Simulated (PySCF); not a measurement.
Manganese: a sound run and one with changed settings

Sound run: Mn+ [Ar] 3d5 4s1, Mn(2+) [Ar] 3d5. Calculation: PySCF 2.14, in cc-pVTZ (7s6p4d2f1g, 68 functions); no relativity, point nucleus. In the sound run the correlated levels freeze [Ar]. The sound run starts from symmetry-adapted Hartree-Fock orbitals and uses a fine grid where one is needed.

Changed run: basis STO-3G. This setting is unsound on purpose.

```json
{"species": "Mn+", "method": "UHF", "sound run (hartree)": "-1149.64916", "changed run (hartree)": "-1137.50099", "converged": "yes"}
{"species": "Mn+", "method": "TPSS", "sound run (hartree)": "-1150.75786", "changed run (hartree)": "-1138.36747", "converged": "yes"}
{"species": "Mn+", "method": "B3LYP", "sound run (hartree)": "-1150.75504", "changed run (hartree)": "-1138.35019", "converged": "yes"}
{"species": "Mn+", "method": "MP2", "sound run (hartree)": "-1149.73397", "changed run (hartree)": "-1137.50111", "converged": "yes"}
{"species": "Mn(2+)", "method": "UHF", "sound run (hartree)": "-1149.10923", "changed run (hartree)": "-1137.01113", "converged": "yes"}
{"species": "Mn(2+)", "method": "TPSS", "sound run (hartree)": "-1150.17558", "changed run (hartree)": "-1137.85672", "converged": "yes"}
{"species": "Mn(2+)", "method": "B3LYP", "sound run (hartree)": "-1150.16965", "changed run (hartree)": "-1137.82604", "converged": "yes"}
{"species": "Mn(2+)", "method": "MP2", "sound run (hartree)": "-1149.17834", "changed run (hartree)": "-1137.01122", "converged": "yes"}
```

Ionisation energy of Mn+:

```
 method  sound run (eV)  changed run (eV)
    UHF          14.692            13.330
   TPSS          15.845            13.898
  B3LYP          15.929            14.263
    MP2          15.119            13.331
SCS-MP2          14.835            13.330
```

A minimal basis cannot let orbitals breathe on ionisation and holds almost no correlation.

For comparison, NIST gives 15.640 eV between the lowest levels.
